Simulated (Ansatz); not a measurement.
One geometry of the cluster GaO₃, several levels of theory.

```yaml
crystal:
  periodic: [false, false, false]
  atoms:
    - {symbol: Ga, position_ang: [-0.029645, 0.420487, 0.245382]}
    - {symbol: O, position_ang: [-0.128161, 1.844800, 1.078073]}
    - {symbol: O, position_ang: [0.085006, -1.479107, -0.068063]}
    - {symbol: O, position_ang: [0.072801, -0.786170, -1.255382]}
basis:
  gaussian: {orbitals: 6-31G}
magnetization: {spin_polarized: true, initial_magnetization: 1}
hamiltonian: {xc: {name: B3LYP}, dispersion: d4}
scf: {omitted_lower_state_checks: [starts]}
output: {orbitals: {seedname: orbitals}}
```

The file start.molden holds the orbitals of an earlier run on this structure, at another level or in another basis.

```sh
$ ansatz run in.yaml --threads 4 --pin off --events-out ev --progress --plain --max-ram 3916MiB
```

It prints (some lines left out):

```
Functional definition: B3LYP
485 factors; integrals over basis functions are off by at most 4.5e-4 eV
mean field evaluation 1: about -58492.7611 eV, gradient 5.2e1 eV
mean field evaluation 2: about -58322.5399 eV, gradient 1.3e2 eV
mean field evaluation 4: about -58503.6092 eV, gradient 1.4e1 eV
mean field evaluation 8: about -58504.6707 eV, gradient 1.1e0 eV
mean field evaluation 16: about -58504.7015 eV, gradient 2.5e-4 eV
mean field -58504.70147224 eV, -2150.0081231939 hartree, gradient 2.9e-5 eV, S^2 0.755670; 0 other end points of the search recorded, 0 dependent functions left out
reference -58504.70171031 eV, -2150.0081319427 hartree; 28, 27 occupied and 28, 29 virtual orbitals, 485 factors
Total energy: -58504.81411155 eV, -2150.0122626123 hartree
Checks for a lower state left out: starts
```

Hardware: 4 threads of Arm Neoverse V2 on a shared host. Wall time 1 s.

The first input with `gaussian: {orbitals: def2-TZVP, initial_orbitals: start.molden}`, `correlation: {method: mp2}` and without the key `hamiltonian` (abridged; 2.2 s):

```
Functional definition: HF
mean field -58443.31501501 eV, -2147.7522125001 hartree, gradient 4.2e-6 eV, S^2 0.789781
12 core orbitals not correlated: weight in the atoms' cores, before any rotation towards them, 1.000 or more for the frozen orbitals, at most 0.000 for the correlated occupied ones
second order -25.35811546 eV of doubles, -0.00000000 eV of singles
Total energy: -58468.67313047 eV, -2148.6841060549 hartree
Checks for a lower state left out: starts
```

As the first input, with `gaussian: {orbitals: def2-TZVP, initial_orbitals: start.molden}`, `hamiltonian: {xc: r2scan, dispersion: d4}`, `output: {forces: true, orbitals: {seedname: orbitals}}` (abridged; 3.9 s):

```
Functional definition: r2SCAN
mean field -58514.31188785 eV, -2150.3612994534 hartree, gradient 1.6e-5 eV, S^2 0.757405
Total energy: -58514.32709878 eV, -2150.3618584447 hartree
Atom 0 force     0.000876     0.004422     0.002679 eV/Å
Atom 1 force    -0.000285    -0.004785    -0.002860 eV/Å
Atom 2 force    -0.000186    -0.005965     0.010566 eV/Å
Atom 3 force    -0.000405     0.006329    -0.010386 eV/Å
Dipole moment:     0.036293    -0.528289    -0.309035 e Å
Checks for a lower state left out: starts
```

The first input with `gaussian: {orbitals: def2-SVP, initial_orbitals: start.molden}`, `hamiltonian: {xc: pbe0, dispersion: d4}` (abridged; 1.2 s):

```
Functional definition: PBE0
mean field -58489.41839947 eV, -2149.4464806287 hartree, gradient 2.8e-5 eV, S^2 0.757045
Total energy: -58489.47590904 eV, -2149.4485940665 hartree
Checks for a lower state left out: starts
```

Geometry: r2SCAN-D4/def2-TZVP.

The 6-31G sets use Cartesian d functions. B3LYP takes the VWN-RPA correlation. Correlated methods freeze 12 core orbitals; core or outer-core shells of Ga are correlated, in sets that lack core-valence functions. The structure holds one bond between oxygen atoms, so isomers without such links may lie far lower. The structure comes from a short search, and lower isomers may exist.
